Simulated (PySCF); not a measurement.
## How the method moves the HOMO and LUMO of methyl butanoate

Species: methyl butanoate, C₅H₁₀O₂.
Numbering: `[CH3:1][CH2:2][CH2:3][C:4](=[O:5])[O:6][CH3:7]` (hydrogens: H8, H9, H10 on C1; H11, H12 on C2; H13, H14 on C3; H15, H16, H17 on C7)

Geometry (PBE0-D3(BJ)/def2-SVP, Å), atoms numbered from 1 in this order:
```xyz
17
C5H10O2 angstrom
C     -2.3433    0.3390    0.1821
C     -1.7521   -1.0104   -0.1959
C     -0.4328   -1.3047    0.5001
C      0.6973   -0.4283    0.0253
O      0.7222    0.1821   -1.0120
O      1.7125   -0.4251    0.8984
C      2.8487    0.3313    0.5210
H     -2.5219    0.4087    1.2675
H     -1.6678    1.1590   -0.1053
H     -3.3050    0.5095   -0.3247
H     -1.5884   -1.0503   -1.2846
H     -2.4649   -1.8148    0.0473
H     -0.1136   -2.3455    0.3159
H     -0.5103   -1.2084    1.5949
H      2.5888    1.3926    0.3923
H      3.5799    0.2159    1.3297
H      3.2691   -0.0357   -0.4273
```

Basis pcSseg-1 throughout (PySCF), one geometry. One conformer (not necessarily the lowest) at the PBE0-D3(BJ)/def2-SVP geometry, without solvent, vibrations or thermal averaging.

Question: How do the orbital energies, the gap and the dipole change with the method?

Answer: 
```json
{"method": "BLYP", "kind": "GGA", "HOMO (eV)": "-6.15", "LUMO (eV)": "-0.60", "gap (eV)": "5.55", "μ (D)": "1.62", "SCF cycles": "15"}
{"method": "OPBE", "kind": "GGA", "HOMO (eV)": "-6.18", "LUMO (eV)": "-0.58", "gap (eV)": "5.59", "μ (D)": "1.60", "SCF cycles": "15"}
{"method": "PBE", "kind": "GGA", "HOMO (eV)": "-6.26", "LUMO (eV)": "-0.71", "gap (eV)": "5.54", "μ (D)": "1.62", "SCF cycles": "16"}
{"method": "BP86", "kind": "GGA", "HOMO (eV)": "-6.39", "LUMO (eV)": "-0.81", "gap (eV)": "5.58", "μ (D)": "1.63", "SCF cycles": "15"}
{"method": "KT3", "kind": "GGA", "HOMO (eV)": "-6.40", "LUMO (eV)": "-0.66", "gap (eV)": "5.74", "μ (D)": "1.57", "SCF cycles": "16"}
{"method": "B3LYP", "kind": "global hybrid", "HOMO (eV)": "-7.68", "LUMO (eV)": "0.12", "gap (eV)": "7.80", "μ (D)": "1.65", "SCF cycles": "14"}
{"method": "PBE0", "kind": "global hybrid", "HOMO (eV)": "-7.95", "LUMO (eV)": "0.40", "gap (eV)": "8.36", "μ (D)": "1.66", "SCF cycles": "14"}
{"method": "CAM-B3LYP", "kind": "range-separated hybrid", "HOMO (eV)": "-9.42", "LUMO (eV)": "1.61", "gap (eV)": "11.03", "μ (D)": "1.67", "SCF cycles": "14"}
{"method": "wB97X-D", "kind": "range-separated hybrid", "HOMO (eV)": "-9.91", "LUMO (eV)": "2.27", "gap (eV)": "12.17", "μ (D)": "1.68", "SCF cycles": "14"}
{"method": "LC-wPBE", "kind": "range-separated hybrid", "HOMO (eV)": "-10.76", "LUMO (eV)": "2.86", "gap (eV)": "13.62", "μ (D)": "1.67", "SCF cycles": "14"}
```

The HOMO spans 4.61 eV, from BLYP down to LC-wPBE, and the gap runs from 5.54 eV (PBE) to 13.62 eV (LC-wPBE). Over the methods BLYP (0 %), OPBE (0 %), PBE (0 %), BP86 (0 %), KT3 (0 %), B3LYP (20 %), PBE0 (25 %), a straight line through the gap against the share of exact exchange rises by 1.10 eV for each 10 % (correlation coefficient 0.999). The dipole ranges from 1.57 D (KT3) to 1.68 D (wB97X-D). This basis has no diffuse functions.

The vertical ΔSCF ionisation energy at PBE0/def2-SVPD is 10.19 eV; −ε(HOMO) comes closest to it with wB97X-D (9.91 eV).
